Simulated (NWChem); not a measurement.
A calculation on iodoethane (C₂H₅I)

```xyz
8

C      2.4499     0.3888     0.0000
C      1.1211     1.1174     0.0000
I     -0.5996    -0.2481     0.0000
H      2.5683    -0.2454     0.8914
H      3.2687     1.1306     0.0000
H      2.5683    -0.2454    -0.8914
H      0.9742     1.7358     0.8942
H      0.9742     1.7358    -0.8942
```
Charge 0, spin multiplicity 1.

The numbers come from NWChem runs, not from measurements. Structure: optimised with B3LYP/def2-SVP with def2 effective core potentials on I, held to Cs symmetry and with no frequency check, so it may be a saddle point.

Symmetry labels belong to the abelian group Cs used in the runs, with the axes of the coordinates shown.

Effective core potentials replace the inner electrons of I; spin-orbit coupling is left out.

**Question.** List the lowest 4 singlet excitations that CIS/def2-SVP with def2 effective core potentials on I gives, with oscillator strengths.

**Answer.** 
```tsv
state	symmetry	energy (eV)	wavelength (nm)	f
1	a"	5.68	218	0.003
2	a'	5.73	216	0.003
3	a'	8.75	142	1.007
4	a"	9.95	125	0.007
```
